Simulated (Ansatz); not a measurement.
`N#C[SiH3]` + `[SH][GeH3]` → `N#C[S][GeH3]` + SiH₄  (substitution at a C–Si bond)

Program: Ansatz. Geometries: PBE0-D4/def2-TZVP. ΔE: electronic, gas phase. CCSD(T)/CBS is the MP2 limit (def2-TZVPP, def2-QZVPP) plus CCSD(T) − MP2 in def2-TZVPP, frozen cores. This one scheme is used for every species. DFT in def2-TZVPP. B3LYP here is the variant with VWN-RPA as its local correlation; programs differ in this. HSE06 is defined as in plane-wave codes. For Ge outer-core shells are correlated without core-valence functions, which leaves a few kJ/mol of doubt a bond. Scalar relativity is left out up to krypton.

| level | ΔE (kcal/mol) | difference from CCSD(T)/CBS |
| --- | --- | --- |
| LDA (SPW92) | 11.4 | -5.3 |
| r2SCAN-D4 | 13.8 | -2.9 |
| PBE0-D4 | 13.7 | -3.0 |
| B3LYP-D4 | 14.1 | -2.6 |
| r2SCAN0-D4 | 14.8 | -1.9 |
| BHLYP-D4 | 16.0 | -0.7 |
| CAM-B3LYP-D4 | 15.4 | -1.3 |
| ωB97M-V | 16.0 | -0.7 |
| PBE | 12.5 | -4.2 |
| PBE0 | 14.2 | -2.5 |
| r2SCAN0 | 15.0 | -1.7 |
| HSE06 | 14.1 | -2.6 |
| BHLYP | 16.7 | 0.0 |
| CCSD/def2-SVP | 16.4 | -0.3 |
| HF/def2-TZVPP | 19.2 | 2.5 |
| CCSD/CBS(def2) | 17.7 | 1.0 |
| CCSD(T)/CBS | 16.7 | 0 |

Question: What do rigid-rotor, harmonic-oscillator terms from PBE0-D4/def2-TZVP frequencies (298.15 K, 1 bar) make of the CCSD(T)/CBS value? (An estimate is asked.)

Answer: Computed: ΔZPE = -0.4 kcal/mol, ΔH = +16.4 kcal/mol, ΔS = -16 J/(mol·K), ΔG = +17.5 kcal/mol.

Largest T1 diagnostic among the species: 0.013.

In def2-TZVPP, CCSD(T) changes the Hartree–Fock value by −3.0 kcal/mol (the triples alone add −1.0 kcal/mol) and MP2 by −3.8 kcal/mol. From PBE to PBE0 (25 % exact exchange), in def2-TZVPP and without D4, ΔE moves by +1.7 kcal/mol. The D4 term adds −0.9 kcal/mol with B3LYP and −0.5 kcal/mol with PBE0; it sums over pairs of atoms, weighted by their polarisabilities, and B3LYP, whose exchange is more repulsive, gets the larger term.
